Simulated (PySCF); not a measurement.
C₂H₄ClGeN.
Atom-mapped SMILES: `[N:1]#[C:2][CH2:3][GeH2:4][Cl:5]` (hydrogens: H6, H7 on C3; H8, H9 on Ge4)

A GFN2-xTB structure was refined with PySCF 2.14.0, PBE0-D3(BJ)/def2-SVP geometry optimisation, gas phase. Its GFN2-xTB values:

```json
{"coordinate": "N1≡C2", "GFN2-xTB": "1.117 Å"}
{"coordinate": "C2–C3", "GFN2-xTB": "1.424 Å"}
{"coordinate": "C3–Ge4", "GFN2-xTB": "2.061 Å"}
{"coordinate": "C3–H6", "GFN2-xTB": "1.087 Å"}
{"coordinate": "Ge4–Cl5", "GFN2-xTB": "2.081 Å"}
{"coordinate": "Ge4–H8", "GFN2-xTB": "1.506 Å"}
{"coordinate": "N1–C2–C3", "GFN2-xTB": "177.9°"}
{"coordinate": "C2–C3–Ge4", "GFN2-xTB": "109.1°"}
{"coordinate": "C3–Ge4–Cl5", "GFN2-xTB": "107.6°"}
{"coordinate": "C2–C3–Ge4–Cl5", "GFN2-xTB": "-67°"}
```

Problem. How do these coordinates change at the PBE0-D3(BJ)/def2-SVP level?

Solution. 
| coordinate | PBE0-D3(BJ)/def2-SVP (Å or °) | change |
| --- | --- | --- |
| C3–Ge4 | 1.972 | -0.089 |
| Ge4–Cl5 | 2.153 | +0.072 |
| N1≡C2 | 1.158 | +0.041 |
| Ge4–H8 | 1.535 | +0.029 |
| C2–C3 | 1.446 | +0.022 |
| C3–H6 | 1.102 | +0.015 |
| C2–C3–Ge4 | 111.9 | +2.8 |
| C3–Ge4–Cl5 | 106.2 | -1.4 |
| N1–C2–C3 | 178.2 | +0.3 |
| C2–C3–Ge4–Cl5 | -65 | +2 |

The energy falls by 0.270 eV over 6 energy and gradient evaluations, the largest force component goes from 0.1148 to 3.3e-04 Eh/bohr, and the atoms move by 0.053 Å rms after alignment. The bond that changes most is C3–Ge4 (ends: sp3 carbon bound to germanium; germanium bonded to C, Cl and 2 H), which shortens by 0.089 Å. Bonds longer at the end by more than 0.005 Å: 7 of 8; shorter: 1. Rotational constants go from 3928, 1667, 1287 to 3696, 1692, 1268 MHz.

The run used 112 basis functions and 43 SCF cycles in all. On one thread, Arm Neoverse V2 (aarch64), shared host, this took 28 s of wall time and 0.45 GiB of memory at its peak.

PBE0-D3(BJ)/def2-SVP frequencies: not computed here. The numbers are those of one conformer.

Conformer computed: `[N:1]#[C:2][CH2:3][GeH2:4][Cl:5]`: C2–C3–Ge4–Cl5 -65°.
